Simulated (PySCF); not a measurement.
**`[C](#C)[Ge@@H]([C]#N)[CH2][SiH3]`, C$_{4}$H$_{7}$GeNSi**

Cartesian coordinates in Å; atom numbers follow the order of the lines, from 1:
```xyz
14

C     1.8738    2.4465    0.0976
C     1.5133    1.3540   -0.2534
Ge    0.9202   -0.3680   -0.7987
C     1.6355   -1.5840    0.5085
N     2.0528   -2.3212    1.2785
C    -1.0418   -0.5177   -0.8600
Si   -1.8582   -0.1498    0.8231
H     2.1953    3.4020    0.4031
H     1.6213   -0.7223   -2.0946
H    -1.4152    0.1694   -1.6194
H    -1.3020   -1.5252   -1.1861
H    -3.3054   -0.3003    0.6491
H    -1.3571   -1.1059    1.8106
H    -1.5333    1.2220    1.2196
```

Theory: PySCF, GIAO HF/pcSseg-1 magnetisability, rotational g tensor and spin-rotation constants, non-relativistic, gas phase. Geometry: GFN2-xTB.

The calculation is non-relativistic, which matters for the atoms heavier than Zn.

(1) Give the nuclear spin-rotation constants along the inertial axes (H = +C I·J) beside the isotropic shieldings.

(2) How do the rotational constants and the g tensor change when H8, H9, H10, H11, H12, H13, H14 are replaced by deuterium?

## Answers

(1) Rotational constants 1.5499, 1.2048, 0.9217 GHz. A star marks the isotopologue with that one atom substituted, in its own axes.
```csv
atom,isotope,Caa (kHz),Cbb (kHz),Ccc (kHz),mean (kHz),σ (ppm)
N5,14N,0.409,0.127,0.185,0.241,-106.6
H8,1H,-0.159,-0.045,-0.069,-0.091,29.7
H9,1H,-0.080,-0.115,-0.006,-0.067,27.4
H10,1H,-0.165,-0.069,-0.073,-0.102,32.2
H11,1H,-0.159,-0.071,-0.074,-0.102,32.2
H12,1H,0.044,-0.115,-0.079,-0.050,28.2
H13,1H,-0.136,-0.008,-0.053,-0.065,28.1
H14,1H,-0.135,-0.007,-0.055,-0.066,28.1
C1,13C*,0.527,0.220,0.270,0.339,80.9
C2,13C*,0.482,0.155,0.223,0.287,112.1
Ge3,73Ge*,-0.335,-0.303,-0.231,-0.290,1632.4
C4,13C*,0.676,0.173,0.297,0.382,63.8
C6,13C*,0.161,0.071,0.089,0.107,204.4
Si7,29Si*,-0.784,-0.616,-0.445,-0.615,456.7
```
For the geometry as given, no vibrational averaging.

(2) Constants 1.4202, 1.0761, 0.8442 GHz; g -0.0188, -0.0083, -0.0101, against -0.0201, -0.0091, -0.0113 before.
